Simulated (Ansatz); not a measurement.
Cd4⁻: single points at one geometry.

```yaml
crystal:
  periodic: [false, false, false]
  atoms:
    - {symbol: Cd, position_ang: [-0.873446, 1.219586, -0.070414]}
    - {symbol: Cd, position_ang: [0.875879, -1.217509, 0.073395]}
    - {symbol: Cd, position_ang: [1.651589, 1.066167, -2.019148]}
    - {symbol: Cd, position_ang: [-1.654022, -1.068254, 2.016167]}
basis:
  gaussian: {orbitals: def2-TZVPD, initial_orbitals: start.molden}
total_charge: -1
magnetization: {spin_polarized: true, initial_magnetization: 1}
hamiltonian: {xc: r2scan}
scf: {omitted_lower_state_checks: [starts]}
output: {orbitals: {seedname: orbitals}}
```

The file start.molden holds the orbitals of an earlier run on this structure, at another level or in another basis.

```sh
$ ansatz run in.yaml --threads 4 --pin off --events-out ev --progress --plain --max-ram 3916MiB
```

Output, abridged:

```
Functional definition: r2SCAN
1476 factors; their error is unknown
mean field evaluation 1: about -18269.4556 eV, gradient 4.0e0 eV
mean field evaluation 2: about -18269.5294 eV, gradient 7.6e-2 eV
mean field evaluation 4: about -18269.5189 eV, gradient 2.0e-4 eV
mean field -18269.51889629 eV, -671.3924359141 hartree, gradient 1.3e-5 eV, S^2 0.754807; 0 other end points of the search recorded, 0 dependent functions left out
reference -18269.51891624 eV, -671.3924366472 hartree; 41, 40 occupied and 119, 120 virtual orbitals, 1476 factors
Total energy: -18269.51891624 eV, -671.3924366472 hartree
Checks for a lower state left out: starts
```

Hardware: 4 threads of Arm Neoverse V2 on a shared host. Wall time 9.5 s.

First input, but with `hamiltonian: {xc: pbe}`, `correlation: {method: rpa}` and without the key `output` (abridged; 11 s):

```
Functional definition: PBE
mean field -18264.10777775 eV, -671.1935809754 hartree, gradient 2.7e-6 eV, S^2 0.751652
Total energy: -18233.54008277 eV, -670.0702389045 hartree
Checks for a lower state left out: starts
```

First input, but with `gaussian: {orbitals: def2-SVPD, initial_orbitals: start.molden}`, `hamiltonian: {xc: pbe0}` (abridged; 9 s):

```
Functional definition: PBE0
mean field -18258.06590362 eV, -670.9715461964 hartree, gradient 1.9e-5 eV, S^2 0.752441
Total energy: -18258.06592839 eV, -670.9715471069 hartree
Checks for a lower state left out: starts
```

As the first input, with `hamiltonian: {xc: {name: B3LYP}}` (abridged; 9.5 s):

```
Functional definition: B3LYP
mean field -18269.87545910 eV, -671.4055393556 hartree, gradient 2.1e-5 eV, S^2 0.751238
Total energy: -18269.87567360 eV, -671.4055472384 hartree
Checks for a lower state left out: starts
```

The first input with `hamiltonian: {xc: pbe}`, `output: {forces: true, orbitals: {seedname: orbitals}}` (abridged; 4.2 s):

```
Functional definition: PBE
mean field -18264.10777434 eV, -671.1935808500 hartree, gradient 1.7e-5 eV, S^2 0.751652
Total energy: -18264.10780888 eV, -671.1935821195 hartree
Atom 0 force     0.015273    -0.021334     0.001251 eV/Å
Atom 1 force    -0.015340     0.021212    -0.001200 eV/Å
Atom 2 force    -0.016378    -0.010509     0.019991 eV/Å
Atom 3 force     0.016445     0.010630    -0.020042 eV/Å
Dipole moment:    -0.000362    -0.000289    -0.000407 e Å
Checks for a lower state left out: starts
```

Geometry: PBE0/def2-SVPD.

In the def2 sets Cd takes a core potential; there is no spin–orbit coupling. B3LYP takes the VWN-RPA correlation. Correlated methods freeze no core orbitals; core or outer-core shells of Cd are correlated, in sets that lack core-valence functions. At r2SCAN/def2-TZVPD, PBE0/def2-SVPD, B3LYP/def2-TZVPD, PBE/def2-TZVPD the highest occupied level of the charge -1 doublet lies above zero (up to 0.99 eV). By energy differences its removal costs 0.77 eV (vertical, to the charge 0 singlet, at PBE/def2-TZVPD); a positive level beside a positive removal energy at the same level points to self-interaction error. The structure comes from a short search, and lower isomers may exist.
